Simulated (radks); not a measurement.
Dynamic dipole polarisability and lines of the lanthanum ion La21+, [Kr]. All-electron calculation, scalar-relativistic Kohn-Sham, LDA (Slater exchange, VWN5 correlation), spin-polarised, spherical densities, finite nucleus; Fermi nuclear charge, rms radius of each element as measured or else 0.836 A^(1/3) + 0.57 fm. Program: a radial shooting solver on a logarithmic mesh with Libxc functionals. Time-dependent linear response with the Hartree and adiabatic LDA kernel, continuum included through the Sternheimer equations, no spin-orbit coupling, so fine structure and intercombination lines are absent. Lines are the poles of the dipole polarisability below minus the highest occupied eigenvalue, found on a grid refined at the orbital gaps; the lowest seven at most are given, and weak or close lines can be missed. The first line takes the name of the lowest orbital gap if no other gap lies below it; otherwise a line is named after a gap within 0.6 % of it, if that gap stands alone.

photon energy (eV),alpha (bohr^3)
0,0.1976
33.845,0.2108
101.54,0.4963
169.23,-0.2035
236.92,-0.02985
304.61,-0.03986
372.30,-0.03187
439.99,-0.02885
507.68,0.003609
575.37,-0.5007
643.06,-0.003952

Lines (eV, oscillator strength): 127.87 (9.696 nm, 4p-4d), f = 3.85; 281.94 (4.397 nm, 4p-5s), f = 0.618; 358.62 (3.457 nm, 4p-5d), f = 0.557; 385.51 (3.216 nm, 4s-5p), f = 0.294; 434.55 (2.853 nm, 4p-6s), f = 0.132; 473.77 (2.617 nm, 4p-6d), f = 0.268; 513.95 (2.412 nm, 4p-7s), f = 0.0502. Higher lines, where found, are left out when the end of the mesh affects them. Those listed give 94 % of the static polarisability (sum of f/w^2). Orbital energy gaps for comparison: 4p-4d 103.98 eV; 4p-5s 281.23 eV; 4p-5d 357.44 eV; 4s-5p 384.52 eV; 4p-6s 434.25 eV.
